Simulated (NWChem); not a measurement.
iodine (I2); SMILES II

```xyz
2

I      0.0000     0.0000     1.3412
I      0.0000     0.0000    -1.3412
```
Atoms are numbered in this order, from 1.

Results from NWChem. Medium grid unless said otherwise, to which SCAN and Minnesota functionals are sensitive. The geometry was optimised at PBE0/def2-SVP. def2 effective core potentials on I; no spin-orbit coupling.

For level PBE/def2-TZVPD:

```yaml
highest occupied level (eV): -6.27
orbital gap (eV): 1.79
```

### Question
Estimate the same quantities for level M06-2X/def2-TZVPD.

### Answer
| Item | Value |
|---|---|
| highest occupied level (eV) | -8.52 |
| orbital gap (eV) | 5.61 |
